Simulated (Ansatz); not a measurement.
`C[N](C)[Ge][NH2]` + HCl → `[NH2][Ge][Cl]` + dimethylamine at 600 K and 1 bar (ligand exchange at a Ge–N bond).

Computed with Ansatz on PBE0-D4/def2-TZVP structures; ΔE is electronic, products minus reactants. CBS: MP2 limit from def2 TZ/QZ plus the TZ coupled-cluster correction, frozen cores. This one scheme is used for every species. For Ge outer-core shells are correlated without core-valence functions, which leaves a few kJ/mol of doubt a bond. Scalar relativity is left out up to krypton. Each species was taken in one conformer, which may not be the lowest.

```csv
species,CCSD(T)/CBS energy (Eh),H − E (kJ/mol),S (J/(mol·K))
`C[N](C)[Ge][NH2]`,-2266.45365,350.2,464.7
HCl,-460.38127,35.4,207.2
`[NH2][Ge][Cl]`,-2591.85675,106.9,347.9
`CNC`,-135.00321,284.6,333.5
```

H − E and S are ideal-gas, rigid-rotor, harmonic terms from PBE0-D4/def2-TZVP, for one conformer and one mirror image of each species. 1 Eh = 2625.50 kJ/mol, R = 8.31446 J/(mol·K).

Question: By hand: ΔE, ΔH, ΔS and ΔG.

Answer: ΔE = (-2591.85675) + (-135.00321) − (-2266.45365) − (-460.38127) = -0.02504 Eh = -65.7 kJ/mol. Δ(H − E) = 106.9 + 284.6 − 350.2 − 35.4 = 5.9, so ΔH = -59.8 kJ/mol. ΔS = 347.9 + 333.5 − 464.7 − 207.2 = 9.5 J/(mol·K). ΔG = -59.8 − 600 × (9.5)/1000 = -65.5 kJ/mol.

Question: By hand: the equilibrium constant, and the temperature at which ΔG would vanish if ΔH and ΔS stayed fixed.

Answer: log₁₀ K = −ΔG/(RT ln 10) = 5.7. ΔH and −TΔS have one sign here, so there is no such temperature.

The number of gas molecules stays the same, so ΔS is small and ΔH decides. A doubt of 5 kJ/mol in ΔE shifts log₁₀ K by 0.4 here. Other conformers and mirror images would add mixing entropy, several J/(mol·K) or more a flexible species. These are equilibria of isolated gas molecules and say nothing of rates. Largest T1 diagnostic: 0.014 (customary marks: 0.02 for closed shells, 0.045 for open ones).

ΔS is within the doubt of such terms, so its sign, and with it that verdict, could turn.
